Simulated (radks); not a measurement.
The numbers below are computed, except where a source is named.
Task: All-electron atom: Gd+ in [Xe] 4f7 5d1 6s1 (the NIST ground configuration). Code: a radial shooting solver on a logarithmic mesh with Libxc functionals. Model: Dirac Kohn-Sham, PBE, spin-unpolarised, spherical densities, finite nucleus; open shells fill j = l - 1/2 first; Fermi nuclear charge, rms radius 5.1569 fm. Some entries of the table are withheld. Estimate them.

orbital,occ.,eigenvalue (Ry),<1/r> (bohr^-1),r(max) (bohr)
1s1/2,2,-3678.473,71.65,0.01392
2s1/2,2,-607.4289,17.09,0.07917
2p1/2,2,-576.8420,17.07,(1)
2p3/2,4,-525.6986,15.09,(2)
3s1/2,2,-134.9900,6.231,0.2245
3p1/2,2,-121.7256,6.146,0.2117
3p3/2,4,-111.2349,5.643,0.2240
3d3/2,4,-88.31761,5.521,0.1780
3d5/2,6,-86.03208,5.396,0.1815
4s1/2,2,-27.54360,2.604,0.5160
4p1/2,2,-22.37806,2.498,0.5204
4p3/2,4,-20.04434,2.327,0.5465
4d3/2,4,-11.53185,2.109,0.5543
4d5/2,6,-11.11000,2.067,0.5628
5s1/2,2,-4.10436,0.9998,1.198
5p1/2,2,-2.68516,0.8824,1.304
5p3/2,4,-2.36589,0.8217,1.380
4f5/2,6,-1.11441,1.529,(3)
4f7/2,1,-1.05910,1.511,(4)
6s1/2,1,-0.67924,0.3436,3.220
5d3/2,1,(5),(6),1.901
5d5/2,0,(7),(8),1.947

Result: 
(1) 2p1/2 r(max) (bohr): 0.05981
(2) 2p3/2 r(max) (bohr): 0.06564
(3) 4f5/2 r(max) (bohr): 0.5650
(4) 4f7/2 r(max) (bohr): 0.5698
(5) 5d3/2 eigenvalue (Ry): -0.62693
(6) 5d3/2 <1/r> (bohr^-1): 0.5164
(7) 5d5/2 eigenvalue (Ry): -0.60411
(8) 5d5/2 <1/r> (bohr^-1): 0.5025
